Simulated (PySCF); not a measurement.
Screening by computed properties: pick the candidate that meets the target.

Species are written as SMILES; each is one conformer at its optimised geometry, gas phase, non-relativistic unless stated; the electronic structure was computed with PySCF and density fitting.

Dipoles, sizes and rotational constants follow the conformer. The torsions of the flexible species, by atom-mapped SMILES:
- `[CH3:1][c:2]1[n:3][nH:4][n:5][c:6]1[CH:7]1[CH2:8][CH2:9]1`: N5–C6–C7–C8 -35°
- `[CH2:1]=[CH:2][CH2:3][n:4]1[cH:5][c:6]([CH3:7])[n:8][n:9]1`: C1–C2–C3–N4 -128°, C2–C3–N4–C5 63°
- `[CH3:1][CH2:2][C@@:3]([F:4])([CH:5]([F:6])[F:7])[C@H:8]([CH3:9])[C:10]#[N:11]`: C1–C2–C3–F4 -59°, C2–C3–C5–F6 158°, C2–C3–C8–C9 -71°
- `[CH3:1]/[CH:2]=[CH:3]\[P@+:4]([CH3:5])([NH2:6])[N:7]([CH3:8])[CH3:9]`: C2–C3–P4–C5 176°, C3–P4–N7–C8 -37°, H–N6–P4–C3 -62°, H–N6–P4–C3 73°

Problem. Wanted: HOMO–LUMO gap between 6.6 eV and 6.9 eV (PBE0/pcSseg-1) and HOMO energy below -6.6 eV (PBE0/pcSseg-1), at GFN2-xTB geometries. Which candidate meets both?
A. `CC[C@@](F)(C(F)F)[C@H](C)C#N`
B. `C/C=C\[P@+](C)(N)N(C)C`
C. `Cn1nc(Cl)c2ccccc21`
D. `n1n(cc(n1)C)CC=C`
E. `Cc1n[nH]nc1C1CC1`

Solution. D. Computed values:
| species | HOMO–LUMO gap | HOMO energy |
| --- | --- | --- |
| Cn1nc(Cl)c2ccccc21 | 5.31 eV | -6.41 eV |
| C/C=C\[P@+](C)(N)N(C)C | 6.27 eV | -11.38 eV |
| n1n(cc(n1)C)CC=C | 6.86 eV | -7.16 eV |
| Cc1n[nH]nc1C1CC1 | 6.98 eV | -6.88 eV |
| CC[C@@](F)(C(F)F)[C@H](C)C#N | 9.82 eV | -9.12 eV |
